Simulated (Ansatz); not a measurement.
`O[SiH](F)[AlH2]` + `NBS` → `O[SiH](F)NBS` + `[AlH3]`  (cleavage of the Si–Al bond)

Program: Ansatz. Geometries: PBE0-D4/def2-TZVP. ΔE: electronic, gas phase. CBS: MP2 limit from def2 TZ/QZ plus the TZ coupled-cluster correction, frozen cores. This one scheme is used for every species. Functionals use def2-TZVPP. B3LYP here is the variant with VWN-RPA as its local correlation; programs differ in this. HSE06 is defined as in plane-wave codes. One conformer a species, not always the lowest.

`O[SiH](F)[AlH2]`:

Z-matrix (Å, degrees):
```
Si
F 1 1.610
Al 1 2.471 2 110.8
O 1 1.646 2 109.7 3 -115.5
H 1 1.493 2 103.8 3 127.9
H 3 1.589 1 120.0 2 139.3
H 3 1.587 1 120.4 2 -41.5
H 4 0.959 1 118.7 2 -71.2
```

`NBS`:

```xyz
7

N     0.711   -0.912   -0.228
B     0.013    0.187    0.261
S    -1.367    0.885   -0.691
H     0.506   -1.371   -1.100
H     1.479   -1.321    0.274
H     0.324    0.671    1.308
H    -1.665    1.861    0.176
```

`O[SiH](F)NBS`:

```xyz
11

O    -1.072    1.984   -0.254
Si   -0.782    0.941    0.955
F    -0.158    1.665    2.231
N     0.398   -0.242    0.528
B     0.410   -0.991   -0.665
S     1.691   -2.233   -0.952
H    -0.331    2.335   -0.751
H    -2.092    0.396    1.338
H     1.106   -0.434    1.225
H    -0.429   -0.800   -1.493
H     1.260   -2.622   -2.160
```

`[AlH3]`:

Cartesian coordinates in Å:
```
Al 0.000 0.000 0.000
H -1.038 -1.154 0.325
H 0.696 0.796 1.182
H 0.341 0.359 -1.506
```

```tsv
level	ΔE (kJ/mol)	difference from CCSD(T)/CBS
LDA (SPW92)	-69.4	15.1
PBE-D4	-62.7	21.8
BLYP-D4	-76.4	8.1
r2SCAN-D4	-82.3	2.2
B97M-V	-96.6	-12.1
PBE0-D4	-71.0	13.5
B3LYP-D4	-81.2	3.3
r2SCANh-D4	-83.6	0.9
r2SCAN0-D4	-85.5	-1.0
HSE06-D4	-70.7	13.8
BHLYP-D4	-89.3	-4.8
CAM-B3LYP-D4	-85.9	-1.4
ωB97X-V	-80.5	4.0
ωB97M-V	-88.7	-4.2
B2PLYP	-83.3	1.2
PBE-QIDH	-82.4	2.1
PBE	-58.5	26.0
revPBE	-54.7	29.8
r2SCAN	-80.9	3.6
PBE0	-67.3	17.2
B3LYP	-74.7	9.8
r2SCANh	-82.2	2.3
r2SCAN0	-83.9	0.6
HSE06	-67.4	17.1
BHLYP	-85.6	-1.1
CAM-B3LYP	-82.2	2.3
LC-ωPBE	-73.3	11.2
HF/def2-SVP	-92.3	-7.8
MP2/def2-SVP	-95.6	-11.1
CCSD/def2-SVP	-87.6	-3.1
CCSD(T)/def2-SVP	-87.7	-3.2
MP2/def2-TZVPP	-94.2	-9.7
SCS-MP2/def2-TZVPP	-92.7	-8.2
CCSD/def2-TZVPP	-87.2	-2.7
CCSD(T)/def2-TZVPP	-86.8	-2.3
HF/def2-QZVPP	-96.0	-11.5
MP2/def2-QZVPP	-93.1	-8.6
SCS-MP2/def2-QZVPP	-91.7	-7.2
HF/CBS(def2)	-96.1	-11.6
MP2/CBS(def2)	-91.9	-7.4
CCSD(T)/CBS	-84.5	0
```

Largest T1 diagnostic among the species: 0.012.

From BLYP to BHLYP (50 % exact exchange), in def2-TZVPP and without D4, ΔE moves by −18.3 kJ/mol. The D4 term adds −6.5 kJ/mol with B3LYP and −3.7 kJ/mol with PBE0; it sums over pairs of atoms, weighted by their polarisabilities, and B3LYP, whose exchange is more repulsive, gets the larger term.
